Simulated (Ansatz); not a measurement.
Geometry optimisation, Ansatz 0.2.0, RKS CAM-B3LYP-D4/def2-SVP.

The input (input.yaml):

```yaml
crystal:
  periodic: [false, false, false]
  atoms:
    - { symbol: B, position_ang: [0.0, 0.0, 0.0] }
    - { symbol: C, position_ang: [0.0, 0.0, 1.6] }
    - { symbol: H, position_ang: [-0.9996, -0.3092, 1.9705] }
    - { symbol: H, position_ang: [0.7676, -0.7111, 1.9705] }
    - { symbol: H, position_ang: [0.232, 1.0203, 1.9705] }
    - { symbol: O, position_ang: [1.2211, 0.0, -0.705] }
    - { symbol: H, position_ang: [1.5209, -0.9519, -0.8599] }
    - { symbol: F, position_ang: [-1.1431, 0.0, -0.66] }
basis:
  gaussian: { orbitals: def2-SVP }
hamiltonian:
  xc: cam_b3lyp
  dispersion: d4
relax:
  f_tol: 0.02
  max_steps: 40
```

Command:

```bash
$ ansatz run input.yaml --threads 1 --pin off --max-ram 2048MiB --backend cpu --events-out ev --progress --plain --runs-dir out
```

**Question.** Where does it end, and by what steps?

**Answer.** The run converged. The force dipped under the threshold on the way, but the program's further checks kept it going. After 21 steps the energy has fallen by 0.654 eV; O6 moved furthest, 0.71 Å.

```json
{"step": "0", "energy less start (eV)": "0.0000", "largest force component (eV/Å)": "2.023", "accepted": "yes"}
{"step": "1", "energy less start (eV)": "-0.1062", "largest force component (eV/Å)": "1.191", "accepted": "yes"}
{"step": "2", "energy less start (eV)": "-0.1424", "largest force component (eV/Å)": "0.399", "accepted": "yes"}
{"step": "3", "energy less start (eV)": "-0.1515", "largest force component (eV/Å)": "0.248", "accepted": "yes"}
{"step": "4", "energy less start (eV)": "-0.1877", "largest force component (eV/Å)": "0.260", "accepted": "yes"}
{"step": "5", "energy less start (eV)": "-0.2199", "largest force component (eV/Å)": "0.894", "accepted": "yes"}
{"step": "6", "energy less start (eV)": "-0.2352", "largest force component (eV/Å)": "2.561", "accepted": "yes"}
{"step": "7", "energy less start (eV)": "-0.5217", "largest force component (eV/Å)": "1.207", "accepted": "yes"}
{"step": "8", "energy less start (eV)": "-0.6198", "largest force component (eV/Å)": "0.475", "accepted": "yes"}
{"step": "9", "energy less start (eV)": "-0.6193", "largest force component (eV/Å)": "0.922", "accepted": "no"}
{"step": "10", "energy less start (eV)": "-0.6349", "largest force component (eV/Å)": "0.291", "accepted": "yes"}
{"step": "11", "energy less start (eV)": "-0.6459", "largest force component (eV/Å)": "0.063", "accepted": "yes"}
{"step": "12", "energy less start (eV)": "-0.6494", "largest force component (eV/Å)": "0.058", "accepted": "yes"}
{"step": "13", "energy less start (eV)": "-0.6345", "largest force component (eV/Å)": "0.565", "accepted": "no"}
{"step": "14", "energy less start (eV)": "-0.6516", "largest force component (eV/Å)": "0.057", "accepted": "yes"}
{"step": "15", "energy less start (eV)": "-0.6517", "largest force component (eV/Å)": "0.160", "accepted": "yes"}
{"step": "16", "energy less start (eV)": "-0.6521", "largest force component (eV/Å)": "0.127", "accepted": "yes"}
{"step": "17", "energy less start (eV)": "-0.6536", "largest force component (eV/Å)": "0.023", "accepted": "yes"}
{"step": "18", "energy less start (eV)": "-0.6539", "largest force component (eV/Å)": "0.011", "accepted": "yes"}
{"step": "19", "energy less start (eV)": "-0.6540", "largest force component (eV/Å)": "0.045", "accepted": "yes"}
{"step": "20", "energy less start (eV)": "-0.6541", "largest force component (eV/Å)": "0.022", "accepted": "yes"}
{"step": "21", "energy less start (eV)": "-0.6541", "largest force component (eV/Å)": "0.004", "accepted": "yes"}
```

```xyz
8
Properties=species:S:1:pos:R:3
B 0.161 -0.120 0.106
C -0.014 0.013 1.652
H -0.934 -0.499 1.975
H 0.837 -0.399 2.209
H -0.137 1.073 1.927
O 1.262 -0.662 -0.451
H 1.228 -0.674 -1.416
F -0.804 0.316 -0.716
```

Whether the end is a true minimum wasn't checked by a vibrational analysis.

Run time: 21 s on 1 thread of AMD EPYC 9R45 96-Core Processor (Zen 5) (shared host), peak memory 0.17 GiB.
